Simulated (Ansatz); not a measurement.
Cl3SW (SMILES [S]=[W]([Cl])([Cl])[Cl]), doublet (typed; the unrestricted solution is spin-contaminated), at a GFN2-xTB geometry (such geometries of metal compounds can be far from the true shape) (the multiplicity is a formal guess) (core potentials on W). Base run: HF/def2-SVP (Ansatz, a program for electronic structure).

Input for Ansatz:
Ansatz 0.2 input:
```yaml
crystal:
  periodic: [false, false, false]
  atoms:
    - {symbol: W, position_ang: [0.12070208, 0.00324171, 0.05559254]}
    - {symbol: S, position_ang: [1.58902874, -0.87290878, -1.27642262]}
    - {symbol: Cl, position_ang: [0.64241926, 0.78946833, 1.98969859]}
    - {symbol: Cl, position_ang: [-1.06414172, 1.47005103, -1.18127642]}
    - {symbol: Cl, position_ang: [-1.59924304, -1.45206913, 0.15092572]}
basis:
  gaussian:
    orbitals: def2-SVP
hamiltonian:
  xc: hf
magnetization: {spin_polarized: true, initial_magnetization: 1}
```

Variants of this job, named by their change:

| change | E (Eh) | <S^2> | core-seconds (rough) |
|---|---|---|---|
| base | -1842.01374 | 1.288 | 40 |
| functional = pbe | -1844.82509 | 0.757 | 20 |
| functional = blyp; dispersion = d4 | -1845.50929 | 0.755 | 20 |
| functional = r2scan | -1845.44580 | 0.765 | 30 |
| functional = b3lyp | -1845.58224 | 0.758 | 9 |
| functional = pbe0 | -1844.90290 | 0.763 | 10 |
| functional = lc_wpbe | -1844.99175 | 0.770 | 20 |
| functional = b3lyp5 | -1845.27313 | 0.759 | 9 |
| functional = blyp | -1845.48878 | 0.755 | 20 |
| functional = wB97X | -1845.49437 | 0.762 | 30 |
| functional = wB97M-V | -1845.32599 | 0.762 | 40 |
| functional = SVWN5 | -1839.61359 | 0.754 | 9 |
| functional = B97M-V | -1845.05300 | 0.765 | 50 |

Total energies compare only within one method and basis.
